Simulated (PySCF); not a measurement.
# Mayer bond orders and bond lengths

C6H12OSi2.
Atom-mapped SMILES: `[O:1]=[C:2]1[CH2:3][CH:4](/[C:5]([SiH3:6])=[CH:7]/[SiH3:8])[CH2:9]1` (hydrogens: H10, H11 on C3; H12 on C4; H13, H14, H15 on Si6; H16 on C7; H17, H18, H19 on Si8; H20, H21 on C9)

Geometry (GFN2-xTB, Å), atoms numbered from 1 in this order:
```xyz
21
C6H12OSi2 angstrom
O     -3.901   -1.220   -0.329
C     -2.818   -0.784   -0.068
C     -2.127    0.533   -0.343
C     -1.017    0.107    0.646
C      0.404    0.254    0.176
Si     0.820    1.916   -0.633
C      1.297   -0.719    0.372
Si     3.108   -0.748   -0.130
C     -1.639   -1.308    0.719
H     -1.785    0.607   -1.375
H     -2.704    1.424   -0.104
H     -1.121    0.635    1.598
H     -0.152    2.909   -0.163
H      2.168    2.334   -0.250
H      0.716    1.798   -2.091
H      0.957   -1.617    0.883
H      3.918   -0.028    0.858
H      3.290   -0.151   -1.455
H      3.528   -2.153   -0.163
H     -1.863   -1.716    1.703
H     -1.086   -2.054    0.149
```

Bond orders from the PBE0/pcSseg-1 density (PySCF). Isolated species at its GFN2-xTB geometry (one conformer only).

**Question.** Where do the orders between heavy atoms depart from those drawn in the SMILES?

**Answer.** The largest departure is 0.153, at C5–Si6 (drawn single, 0.847). Drawn single, order below 0.88: C5–Si6 (0.847).

**Question.** Give the Mayer order of every bond, beside its length.

**Answer.** 
```csv
bond,drawn as,length (Å),Mayer order
O1–C2,double,1.196,2.078
C2–C3,single,1.512,0.980
C3–C4,single,1.547,0.985
C4–C5,single,1.504,0.978
C5–Si6,single,1.895,0.847
C5–C7,double,1.335,1.938
C7–Si8,single,1.880,0.902
C4–C9,single,1.547,0.997
C9–C2,single,1.511,0.982
C3–H10,single,1.089,0.917
C3–H11,single,1.088,0.932
C4–H12,single,1.094,0.910
Si6–H13,single,1.466,0.946
Si6–H14,single,1.462,0.941
Si6–H15,single,1.467,0.947
C7–H16,single,1.088,0.919
Si8–H17,single,1.466,0.940
Si8–H18,single,1.464,0.938
Si8–H19,single,1.467,0.945
C9–H20,single,1.088,0.933
C9–H21,single,1.090,0.917
```

By pair of heavy elements: C–C: lowest C4–C5 and C2–C3 (0.978, 1.504 Å), highest C5–C7 (1.938, 1.335 Å). C–Si: lowest C5–Si6 (0.847, 1.895 Å), highest C7–Si8 (0.902, 1.880 Å). Bonds named together lie within 0.004.

**Question.** Sum the orders of all bonds at each heavy atom with more than one neighbour and set the sums beside the valence in the SMILES.

**Answer.** C2 4.040 (drawn 4), C3 3.814 (drawn 4), C4 3.870 (drawn 4), C5 3.763 (drawn 4), Si6 3.681 (drawn 4), C7 3.759 (drawn 4), Si8 3.725 (drawn 4), C9 3.829 (drawn 4). Orders between atoms that aren't bonded are not in these sums.

The Mayer order sums products of elements of PS (density times overlap matrix) between the two atoms' basis functions, so it depends on the basis set.
